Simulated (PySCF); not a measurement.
## Fe (iron, neutral) across methods

[Ar] 3d6 4s2, high-spin 5D determinant. Calculation: PySCF 2.14, in aug-cc-pwCVTZ (10s9p7d4f3g, 127 functions); the non-relativistic Hamiltonian (point nucleus).

```
 method  E (hartree)  mean ε 3d β (eV)  mean ε 4s α (eV)  mean ε 4s β (eV)  Σ⟨r²⟩ (bohr²)   ⟨S²⟩
   PBE0    -1263.465            -7.803            -6.182            -5.415          39.36  6.011
r2SCAN0    -1263.637            -7.873            -6.322            -5.515          39.25  6.018
    PBE    -1263.439            -5.887            -5.529            -4.766          39.32  6.009
    UHF  -1262.45431           -13.086            -7.550            -6.583          41.26  6.016
    LDA    -1261.218            -5.803            -5.724            -4.960          38.91  6.010
wB97M-V    -1263.617           -10.274            -8.016            -7.450          39.24  6.007
```
